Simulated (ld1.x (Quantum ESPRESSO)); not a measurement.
## Al (Z = 13): one change to a TM potential, before and after

```json
{
 "Element": "Al (Z = 13)",
 "Generator": "ld1.x (Quantum ESPRESSO) 7.5",
 "Type": "norm-conserving Troullier–Martins (Kleinman–Bylander form)",
 "Functional": "PBE",
 "Relativity": "non-relativistic",
 "Frozen core": "[Ne]",
 "Valence charge": "3",
 "Reference configuration": "3s2 3p0.75 (charge +0.25)",
 "Partial waves": "3s (bound): rc 1.80 bohr; 3d channel at 0.1 Ry: rc 2.10 bohr; 3p (bound): rc 2.20 bohr",
 "Local potential": "the p channel",
 "Core correction": "none"
}
```

Change: type RRKJ; local potential the s channel; rho0 0.001.

Cutoffs: the cutoffs (Ry, on a coarse ladder) from which the occupation-weighted sum of valence levels, in a spherical-Bessel basis at the reference potential, stays within 10 and 1 mRy of its value at 400 Ry; they do not see the model core or the augmentation charge, which bear on the density cutoff. Errors are all-electron minus pseudo energies relative to the spin-unpolarised reference configuration.

Question: What does the change do?

Answer: The potential gets neither clearly harder nor softer (10 Ry and 30 Ry → 10 Ry and 30 Ry); of the 7 tests that both files solve, the error grows in 1 and shrinks in 1 by more than 15 % and 0.3 meV (median size 6.1 → 6.1 meV); the range in which the s phases agree narrows (upper end 4.0 → 2.7); neither file shows a bound ghost. Several settings change at once here, so the effects cannot be laid on one of them.

```tsv
quantity	base	changed
cutoff, loose	10 Ry	10 Ry
cutoff, tight	30 Ry	30 Ry
bound ghosts	none	none
error for 3s2 3p1, meV [ΔE -0.86 eV]	-0.1	0.0
error for 3s2 3p0, meV [ΔE 4.91 eV]	-2.1	-1.0
error for 3s1 3p0, meV [ΔE 24.11 eV]	+20	+26
error for 3s1 3p2, meV [ΔE 4.25 eV]	+6.1	+6.1
error for 3s1 3p1, meV [ΔE 10.69 eV]	+9.6	+10
error for 3s2 3p1.3, meV [ΔE -1.43 eV]	-0.3	0.0
error for 3s0 3p3, meV [ΔE 9.52 eV]	+28	+27
s: phases at 2.41 bohr within 0.05 rad from the reference energy up to (Ry; the scan ends near 5)	4.0	2.7
p: phases at 2.41 bohr within 0.05 rad from the reference energy up to (Ry; the scan ends near 5)	3.5	2.6
d: phases at 2.41 bohr within 0.05 rad from the reference energy up to (Ry; the scan ends near 5)	3.8	4.0
```
